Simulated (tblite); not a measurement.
Species: C2H4F4O2Si2.
InChI=1S/C2H4F4O2Si2/c3-2(4,5)1-7-10(6)8-9-1/h1,10H,9H2/t1-,10+/m1/s1

Method: GFN2-xTB as coded in tblite; computed harmonic values from a numerical Hessian at the method's own geometry, unscaled. The method is semi-empirical: single wavenumbers can be off by several per cent or more. Modes of hydrogen on silicon can be 10 to 20 % off.

Harmonic wavenumbers (cm⁻¹): 40.2, 49.4, 91.6, 136.6, 185.1, 212.5, 280.9, 286.5, 339.9, 399.8, 458.1, 476.1, 499.0, 528.5, 564.7, 595.0, 622.0, 645.8, 669.7, 716.5, 750.1, 783.3, 842.3, 867.7, 908.7, 952.1, 1039.8, 1059.4, 1116.3, 1178.7, 1199.5, 1270.9, 2353.6, 2388.7, 2528.2, 2921.3.

A = 1657, B = 766.5, C = 632.1 MHz; mass 191.969 u (most abundant isotopes); point group C1, symmetry number 1.

Problem. Zero-point energy?

Solution. ½Σν̃ = 14979 cm⁻¹ = 42.83 kcal/mol.

Problem. What is S at 200 K and 1 bar for an ideal gas of classical rigid rotors and harmonic oscillators?

Solution. Translation 39.70, rotation 29.18, vibration 21.27: S = 90.2 cal/(mol K).

Problem. And Cp and H(200 K) − H(0)?

Solution. Cp = 31.15 cal/(mol K), of which vibrations give 23.20 (their classical limit is 36 R = 71.5); H(200 K) − H(0) = 3.87 kcal/mol without the zero-point energy, 2.28 from vibrations.

Problem. Blend soft modes into free rotors: weight 1/[1 + (100 cm⁻¹/ν̃)⁴] for the oscillator and the rest for a rotor with moment μB/(μ + B), μ = h/(8π²ν), B = 10⁻⁴⁴ kg m². What vibrational entropy results?

Solution. 19.26 cal/(mol K) in place of 21.27, which changes −T·S at 200 K by +0.40 kcal/mol.

Problem. Which modes carry the vibrational entropy at 200 K?

Solution. 40.2 cm⁻¹: 4.46; 49.4 cm⁻¹: 4.05; 91.6 cm⁻¹: 2.85; 136.6 cm⁻¹: 2.10; 185.1 cm⁻¹: 1.56; 212.5 cm⁻¹: 1.33 cal/(mol K); the other 30 give 4.92 together.

Hindered rotation and anharmonicity are outside this model. The structure is chiral; the term R ln 2 for an equal mix with its mirror image is left out.
